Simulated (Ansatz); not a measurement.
Geometry optimisation, Ansatz 0.2.0, RHF/def2-SVP.

Input file:

```yaml
crystal:
  periodic: [false, false, false]
  atoms:
    - { symbol: Ta, position_ang: [0.0, 0.0, 0.0] }
    - { symbol: O, position_ang: [2.37, 0.0, 0.0] }
    - { symbol: H, position_ang: [2.7071, -0.5308, 0.7903] }
    - { symbol: O, position_ang: [0.0, 0.0, 2.02] }
    - { symbol: H, position_ang: [-0.2547, -0.9174, 2.3571] }
    - { symbol: Cl, position_ang: [0.0, 0.0, -2.47] }
    - { symbol: Cl, position_ang: [-1.235, 2.139, 0.0] }
    - { symbol: Cl, position_ang: [-1.235, -2.139, 0.0] }
    - { symbol: Cl, position_ang: [0.8734, -2.2878, -1.2946] }
    - { symbol: H, position_ang: [2.1134, -1.1827, -0.6692] }
basis:
  gaussian: { orbitals: def2-SVP }
hamiltonian:
  xc: hf
relax:
  f_tol: 0.15
  max_steps: 25
  restrain:
    - { distance: [0, 8], at: 2.47, k: 30.0 }
    - { distance: [9, 1], at: 1.01, k: 30.0 }
    - { distance: [0, 1], at: 3.22, k: 30.0 }
    - { distance: [9, 8], at: 2.57, k: 30.0 }
```

Run as:

```bash
$ ansatz run input.yaml --threads 4 --pin off --max-ram 5120MiB --backend cpu --events-out ev --progress --plain --runs-dir out
```

Question: Where does it end, and by what steps?

Answer: It converged. The restraints hold the end off the free minimum; the threshold counts their pulls, which the force column leaves out. Restrained pairs: Ta1–Cl9 (2.77 → 2.45 Å), O2–H10 (1.38 → 0.97 Å), Ta1–O2 (2.37 → 3.21 Å), Cl9–H10 (1.77 → 2.58 Å). After 10 steps the energy has fallen by 6.437 eV (the restraints' own energy left out); Cl8 moved furthest, 1.37 Å.

```
step  energy less start (eV)  largest force component (eV/Å)  accepted
   0                  0.0000                           6.221       yes
   1                 -0.8550                           5.711       yes
   2                 -1.8252                           4.695       yes
   3                 -3.1320                           3.814       yes
   4                 -4.2862                           2.490       yes
   5                 -5.1513                           1.463       yes
   6                 -5.7050                           1.333       yes
   7                 -6.0781                           1.339       yes
   8                 -6.2887                           1.265       yes
   9                 -6.3754                           1.214       yes
  10                 -6.4371                           1.135       yes
```

```xyz
10
Properties=species:S:1:pos:R:3
Ta -0.470 -0.493 -0.207
O 2.707 -0.036 -0.173
H 2.991 -0.106 0.724
O 0.243 -0.515 1.497
H 0.150 -0.575 2.435
Cl 0.206 0.375 -2.245
Cl -1.560 1.539 0.274
Cl -2.458 -1.627 -0.330
Cl 0.764 -2.546 -0.715
H 2.766 -0.936 -0.526
```

The run took 27 s on 4 threads of Arm Neoverse V2, on a shared host, peak memory 0.47 GiB.
